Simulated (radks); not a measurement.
Values are calculated unless marked as measured or tabulated.
Q: These are the eigenvalues of the occupied orbitals of an atom or ion with whole-number occupations (Ry). Code: a radial shooting solver on a logarithmic mesh with Libxc functionals. Model: non-relativistic Kohn-Sham, LB94 model potential, spin-polarised, spherical densities, point nucleus.

1s up: -4344.484

Which element is it, and in what charge state? The configuration may be excited. Open shells, if any, are filled with parallel spins first.

A: Z = 66, dysprosium, charge +65: Dy65+ in 1s1. The 1s level, -2172.2 hartree, gives Z - s = 65.9 by -(Z - s)^2/2, which with screening narrows Z to a few neighbours, and with so few levels the electron count can be read from the list.
